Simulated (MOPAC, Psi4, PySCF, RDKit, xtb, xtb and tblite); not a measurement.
Two geometries of SMILES [Si](F)(F)(CCC#C)F, relaxed at GFN2-xTB with one dihedral held; other torsions can differ between them too.

Structure A

```
13

C     -3.1851     0.1172     0.3281
C     -2.0344    -0.1701     0.4830
C     -0.6298    -0.4903     0.6333
C      0.2523     0.4902    -0.1685
Si     0.5309     2.1370     0.6896
F      0.9972     1.9716     2.1991
F     -0.7150     3.1143     0.7717
F      1.6722     3.0130     0.0159
H     -4.1988     0.3565     0.2060
H     -0.3643    -0.4744     1.6929
H     -0.4705    -1.5068     0.2599
H     -0.1930     0.6335    -1.1548
H      1.2246     0.0181    -0.3349
```

Structure B

```
13

C      3.1941     0.0715     0.3987
C      2.0334    -0.1961     0.5139
C      0.6245    -0.5075     0.6462
C     -0.2740     0.4070    -0.2189
Si     0.5891     1.2780    -1.6449
F      1.5467     2.4752    -1.2384
F      1.4604     0.3627    -2.6042
F     -0.4651     1.9570    -2.6248
H      4.2118     0.2997     0.2908
H      0.3362    -0.4341     1.6972
H      0.4884    -1.5474     0.3343
H     -1.1196    -0.1728    -0.5920
H     -0.7026     1.1825     0.4218
```

Which is lower in energy at the level DF-MP2 (frozen core)/cc-pVTZ // GFN2-xTB (Psi4), and by how much?

A is lower, by 1.63 kcal/mol (dihedral C2–C3–C4–Si5: 80° in A, 20° in B).

E(B) − E(A) in kcal/mol at the other levels, on the same two geometries: GFN2-xTB (xtb and tblite) 1.54; MMFF94 // GFN2-xTB (RDKit) 8.92; PBE/def2-SVP // GFN2-xTB (Psi4) 1.71; PBE-D3(BJ)/def2-SVP // GFN2-xTB (Psi4) 1.40; HF/cc-pVTZ // GFN2-xTB (Psi4) 2.59; UFF // GFN2-xTB (RDKit) 6.96; PM3, restricted, heats of formation // GFN2-xTB (MOPAC) 2.05; PM7, restricted, heats of formation // GFN2-xTB (MOPAC) 0.09; GFN1-xTB // GFN2-xTB (xtb) 0.19; restricted B3LYP/6-31G*, spherical d, density fitting // GFN2-xTB (PySCF) 1.80; restricted B3LYP/6-311+G**, spherical d, density fitting // GFN2-xTB (PySCF) 2.15; restricted LDA (SVWN5)/6-31G*, spherical d, density fitting // GFN2-xTB (PySCF) 0.79; restricted Hartree-Fock/STO-3G // GFN2-xTB (PySCF) 1.58.

MMFF94 has few fitted parameters for silicon.
